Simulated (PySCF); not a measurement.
# `C=C=C[C@@H]1C=C[C@@H]1C`, C₈H₁₀

Molfile (atoms numbered from 1):
```
C8H10
     RDKit          3D

 18 18  0  0  0  0  0  0  0  0999 V2000
    2.7122    1.0152    0.9403 C   0  0  0  0  0  0  0  0  0  0  0  0
    1.7982    0.0995    0.9202 C   0  0  0  0  0  0  0  0  0  0  0  0
    0.8833   -0.8194    0.8790 C   0  0  0  0  0  0  0  0  0  0  0  0
    0.0099   -1.0736   -0.3091 C   0  0  2  0  0  0  0  0  0  0  0  0
    0.2201   -0.2040   -1.5216 C   0  0  0  0  0  0  0  0  0  0  0  0
   -1.0049    0.3076   -1.4987 C   0  0  0  0  0  0  0  0  0  0  0  0
   -1.4356   -0.4562   -0.2726 C   0  0  2  0  0  0  0  0  0  0  0  0
   -1.7935    0.3830    0.9411 C   0  0  0  0  0  0  0  0  0  0  0  0
    3.7275    0.8142    0.6363 H   0  0  0  0  0  0  0  0  0  0  0  0
    2.5019    2.0215    1.2679 H   0  0  0  0  0  0  0  0  0  0  0  0
    0.7056   -1.4498    1.7417 H   0  0  0  0  0  0  0  0  0  0  0  0
   -0.0004   -2.1463   -0.5268 H   0  0  0  0  0  0  0  0  0  0  0  0
    1.0795   -0.0790   -2.1547 H   0  0  0  0  0  0  0  0  0  0  0  0
   -1.5385    1.0108   -2.1125 H   0  0  0  0  0  0  0  0  0  0  0  0
   -2.2193   -1.1959   -0.4590 H   0  0  0  0  0  0  0  0  0  0  0  0
   -1.0093    1.1097    1.1406 H   0  0  0  0  0  0  0  0  0  0  0  0
   -2.7259    0.9156    0.7624 H   0  0  0  0  0  0  0  0  0  0  0  0
   -1.9194   -0.2464    1.8196 H   0  0  0  0  0  0  0  0  0  0  0  0
  1  2  2  0
  2  3  2  0
  3  4  1  0
  4  5  1  0
  5  6  2  0
  6  7  1  0
  7  8  1  0
  7  4  1  0
  1  9  1  0
  1 10  1  0
  3 11  1  0
  4 12  1  6
  5 13  1  0
  6 14  1  0
  7 15  1  6
  8 16  1  0
  8 17  1  0
  8 18  1  0
M  END
```

Method: TDDFT CAM-B3LYP/def2-SVPD circular dichroism and optical rotation, one conformer, gas phase in PySCF. Geometry: GFN2-xTB.

The molecule is flexible and this is one conformer; a measurement averages over conformers.

Stereocentres: C4 R, C7 S.

(1) What is the specific rotation at 633, 589.3, 546, 436, 405, 365, 355 nm?

(2) And for the mirror image at 589.3 nm?

(3) What is the molar rotation [Φ] = [α]·M/100 of the geometry above at 589.3 nm?

## Answers

(1) [α] in deg dm⁻¹ (g/mL)⁻¹:
```
λ (nm)  origin-invariant length gauge  modified velocity gauge  length gauge (centre of mass)  isotropic polarisability (au)
   633                         -281.7                   -272.8                         -282.5                           95.0
 589.3                         -330.5                   -320.1                         -331.5                           95.5
   546                         -393.1                   -380.8                         -394.3                           96.0
   436                         -672.2                   -651.3                         -674.3                           98.3
   405                         -810.1                   -785.0                         -812.8                           99.4
   365                        -1067.2                  -1034.2                        -1070.8                          101.3
   355                        -1152.1                  -1116.5                        -1156.1                          102.0
```

(2) +330.5 deg dm⁻¹ (g/mL)⁻¹ (origin-invariant length gauge): the same size and the opposite sign.

(3) With M = 106.17 g/mol, -350.9 deg cm² dmol⁻¹ (origin-invariant length gauge).

The first excitation lies at 5.82 eV (213 nm) with R = +5.2 × 10⁻⁴⁰ esu² cm² (velocity form).
